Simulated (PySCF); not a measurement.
## Calculated data, AlF2

All values are calculated (PySCF 2.14.0). Calculation on a computer-drawn molecule: vertical ionisation energy to the stated ion spin, frozen-core CCSD(T) at the basis limit and cheaper methods, single-reference cases, UHF for radicals, no spin-orbit; all values are single points at the evaluated structure, the first of each entry, which is the reference or a displaced copy of it and isn't optimised; the reference structure only sets the zero of the energies above reference; triples share is (T) over the correlation energy.

Common to all runs: charge 0; multiplicity 2; ion multiplicity 1; diffuse functions no; basis cc-pV(n+d)Z; reference is the Hartree-Fock double-zeta minimum; best is HF at quadruple zeta + MP2 correlation extrapolated from triple and quadruple zeta + CCSD(T) minus MP2 at triple zeta; basis step is the size of the change from the same recipe one zeta lower.

```yaml
- entry: 1
  formula: AlF2
  evaluated_structure:
    atoms_angstrom:
      - [F, 0.7375, -3.9074, 2.4444]
      - [Al, 0.5109, -3.3122, 1.0862]
      - [F, 1.3647, -3.9531, -0.1694]
  reference_structure:
    atoms_angstrom:
      - [F, 0.7364, -3.9079, 2.4446]
      - [Al, 0.4883, -3.2542, 0.9517]
      - [F, 1.3436, -3.8957, -0.3031]
  given:
    drawn_bonds_atom: [1, 2]
    drawn_bonds_other_atom: [2, 3]
    drawn_bonds_order: [1, 1]
  results:
    "ionisation_energy_best [eV]": 9.29
    "ionisation_energy_basis_step [eV]": 0.01028
    "energy_above_reference_best [kcal/mol]": 9.887
    "energy_above_reference_basis_step [kcal/mol]": 0.451
    triple_zeta_method: [HF, PBE, r2SCAN, B3LYP, wB97X, MP2, CCSD, "CCSD(T)"]
    "triple_zeta_ionisation_energy [eV]": [9.257, 9.307, 9.419, 9.487, 9.199, 9.162, 9.26, 9.235]
    "triple_zeta_energy_above_reference [kcal/mol]": [7.141, 11.22, 9.609, 9.949, 9.781, 10.23, 9.408, 9.808]
    "total_energy_HF_triple_zeta [hartree]": -440.9997
    "total_energy_CCSD(T)_triple_zeta [hartree]": -441.5707
    "total_energy_best [hartree]": -441.6848
    T1_diagnostic_at_triple_zeta: 0.01427
    D1_diagnostic_at_triple_zeta: 0.0365
    spin_squared_at_triple_zeta: 0.7511
    ion_T1_diagnostic_at_triple_zeta: 0.0167
    ion_D1_diagnostic_at_triple_zeta: 0.04621
    triples_share_at_triple_zeta: 0.02736
    basis_functions_triple_zeta: 99
    "dipole_magnitude_HF_at_triple_zeta [debye]": 1.821
    "dipole_magnitude_CCSD_unrelaxed_at_triple_zeta [debye]": 1.66
    "dipole_magnitude_PBE_at_triple_zeta [debye]": 1.581
    "dipole_magnitude_r2SCAN_at_triple_zeta [debye]": 1.648
    "dipole_magnitude_B3LYP_at_triple_zeta [debye]": 1.758
    "dipole_magnitude_wB97X_at_triple_zeta [debye]": 1.631
- entry: 2
  formula: AlF2
  evaluated_structure:
    atoms_angstrom:
      - [F, 0.7375, -3.9074, 2.4444]
      - [Al, 0.4986, -3.2801, 1.0129]
      - [F, 1.3524, -3.921, -0.2427]
  reference_structure:
    atoms_angstrom:
      - [F, 0.7364, -3.9079, 2.4446]
      - [Al, 0.4883, -3.2542, 0.9517]
      - [F, 1.3436, -3.8957, -0.3031]
  given:
    drawn_bonds_atom: [1, 2]
    drawn_bonds_other_atom: [2, 3]
    drawn_bonds_order: [1, 1]
  results:
    "ionisation_energy_best [eV]": 9.437
    "ionisation_energy_basis_step [eV]": 0.002655
    "energy_above_reference_best [kcal/mol]": 1.738
    "energy_above_reference_basis_step [kcal/mol]": 0.2328
    triple_zeta_method: [HF, PBE, r2SCAN, B3LYP, wB97X, MP2, CCSD, "CCSD(T)"]
    "triple_zeta_ionisation_energy [eV]": [9.426, 9.434, 9.557, 9.626, 9.349, 9.3, 9.405, 9.374]
    "triple_zeta_energy_above_reference [kcal/mol]": [0.55, 2.411, 1.676, 1.839, 1.759, 1.895, 1.534, 1.716]
    "total_energy_HF_triple_zeta [hartree]": -441.0102
    "total_energy_CCSD(T)_triple_zeta [hartree]": -441.5835
    "total_energy_best [hartree]": -441.6978
    T1_diagnostic_at_triple_zeta: 0.01475
    D1_diagnostic_at_triple_zeta: 0.0381
    spin_squared_at_triple_zeta: 0.7512
    ion_T1_diagnostic_at_triple_zeta: 0.01755
    ion_D1_diagnostic_at_triple_zeta: 0.0485
    triples_share_at_triple_zeta: 0.02786
    basis_functions_triple_zeta: 99
    "dipole_magnitude_HF_at_triple_zeta [debye]": 1.946
    "dipole_magnitude_CCSD_unrelaxed_at_triple_zeta [debye]": 1.766
    "dipole_magnitude_PBE_at_triple_zeta [debye]": 1.675
    "dipole_magnitude_r2SCAN_at_triple_zeta [debye]": 1.749
    "dipole_magnitude_B3LYP_at_triple_zeta [debye]": 1.865
    "dipole_magnitude_wB97X_at_triple_zeta [debye]": 1.733
- entry: 3
  formula: AlF2
  evaluated_structure:
    atoms_angstrom:
      - [F, 0.7375, -3.9074, 2.4444]
      - [Al, 0.488, -3.2523, 0.9495]
      - [F, 1.3418, -3.8932, -0.3061]
  reference_structure:
    atoms_angstrom:
      - [F, 0.7364, -3.9079, 2.4446]
      - [Al, 0.4883, -3.2542, 0.9517]
      - [F, 1.3436, -3.8957, -0.3031]
  given:
    drawn_bonds_atom: [1, 2]
    drawn_bonds_other_atom: [2, 3]
    drawn_bonds_order: [1, 1]
  results:
    "ionisation_energy_best [eV]": 9.563
    "ionisation_energy_basis_step [eV]": 0.00509
    "energy_above_reference_best [kcal/mol]": 0.001484
    "energy_above_reference_basis_step [kcal/mol]": 0.008523
    triple_zeta_method: [HF, PBE, r2SCAN, B3LYP, wB97X, MP2, CCSD, "CCSD(T)"]
    "triple_zeta_ionisation_energy [eV]": [9.573, 9.544, 9.676, 9.746, 9.48, 9.418, 9.53, 9.494]
    "triple_zeta_energy_above_reference [kcal/mol]": [0.03858, -0.02238, 0.001941, -0.004026, -0.001061, -0.003881, 0.007397, 0.001431]
    "total_energy_HF_triple_zeta [hartree]": -441.0110
    "total_energy_CCSD(T)_triple_zeta [hartree]": -441.5863
    "total_energy_best [hartree]": -441.7006
    T1_diagnostic_at_triple_zeta: 0.01522
    D1_diagnostic_at_triple_zeta: 0.03979
    spin_squared_at_triple_zeta: 0.7513
    ion_T1_diagnostic_at_triple_zeta: 0.01838
    ion_D1_diagnostic_at_triple_zeta: 0.05096
    triples_share_at_triple_zeta: 0.02828
    basis_functions_triple_zeta: 99
    "dipole_magnitude_HF_at_triple_zeta [debye]": 2.112
    "dipole_magnitude_CCSD_unrelaxed_at_triple_zeta [debye]": 1.909
    "dipole_magnitude_PBE_at_triple_zeta [debye]": 1.802
    "dipole_magnitude_r2SCAN_at_triple_zeta [debye]": 1.884
    "dipole_magnitude_B3LYP_at_triple_zeta [debye]": 2.003
    "dipole_magnitude_wB97X_at_triple_zeta [debye]": 1.874
- entry: 4
  formula: AlF2
  evaluated_structure:
    atoms_angstrom:
      - [F, 0.6655, -3.8718, 2.4125]
      - [Al, 0.5116, -3.1747, 1.0253]
      - [F, 1.2436, -3.9499, -0.4091]
  reference_structure:
    atoms_angstrom:
      - [F, 0.7364, -3.9079, 2.4446]
      - [Al, 0.4883, -3.2542, 0.9517]
      - [F, 1.3436, -3.8957, -0.3031]
  given:
    drawn_bonds_atom: [1, 2]
    drawn_bonds_other_atom: [2, 3]
    drawn_bonds_order: [1, 1]
  results:
    "ionisation_energy_best [eV]": 9.605
    "ionisation_energy_basis_step [eV]": 0.0133
    "energy_above_reference_best [kcal/mol]": 7.9
    "energy_above_reference_basis_step [kcal/mol]": 0.243
    triple_zeta_method: [HF, PBE, r2SCAN, B3LYP, wB97X, MP2, CCSD, "CCSD(T)"]
    "triple_zeta_ionisation_energy [eV]": [9.626, 9.58, 9.716, 9.787, 9.532, 9.454, 9.569, 9.529]
    "triple_zeta_energy_above_reference [kcal/mol]": [8.478, 7.171, 7.687, 7.53, 7.632, 7.826, 7.992, 7.864]
    "total_energy_HF_triple_zeta [hartree]": -440.9976
    "total_energy_CCSD(T)_triple_zeta [hartree]": -441.5737
    "total_energy_best [hartree]": -441.6880
    T1_diagnostic_at_triple_zeta: 0.01569
    D1_diagnostic_at_triple_zeta: 0.04205
    spin_squared_at_triple_zeta: 0.7515
    ion_T1_diagnostic_at_triple_zeta: 0.01919
    ion_D1_diagnostic_at_triple_zeta: 0.05434
    triples_share_at_triple_zeta: 0.02857
    basis_functions_triple_zeta: 99
    "dipole_magnitude_HF_at_triple_zeta [debye]": 2.363
    "dipole_magnitude_CCSD_unrelaxed_at_triple_zeta [debye]": 2.127
    "dipole_magnitude_PBE_at_triple_zeta [debye]": 1.991
    "dipole_magnitude_r2SCAN_at_triple_zeta [debye]": 2.086
    "dipole_magnitude_B3LYP_at_triple_zeta [debye]": 2.202
    "dipole_magnitude_wB97X_at_triple_zeta [debye]": 2.096
```
